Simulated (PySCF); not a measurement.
C2H4BF2N, SMILES C=C(F)B(N)F. Geometry optimised at PBE-D3(BJ)/def2-SVP. The structure was generated by enumeration, and PubChem lists no compound with its InChIKey, so it may never have been made. One conformer was computed; it need not be the lowest.

Computed equilibrium geometry at PBE-D3(BJ)/def2-SVP (PySCF confirms it by a frequency run) as Cartesian coordinates in Å (one conformer of several):
```xyz
10

C      1.8076    -0.4549     0.5882
C      0.7723     0.2409     0.0796
F      0.9938     1.4900    -0.4032
B     -0.7226    -0.2533    -0.0625
N     -1.2495    -1.2822     0.7337
F     -1.5114     0.3298    -0.9887
H      2.8230    -0.0310     0.6238
H      1.6550    -1.4776     0.9608
H     -0.7373    -1.7166     1.4990
H     -2.2023    -1.6263     0.6128
```
Charge 0, spin multiplicity 1.
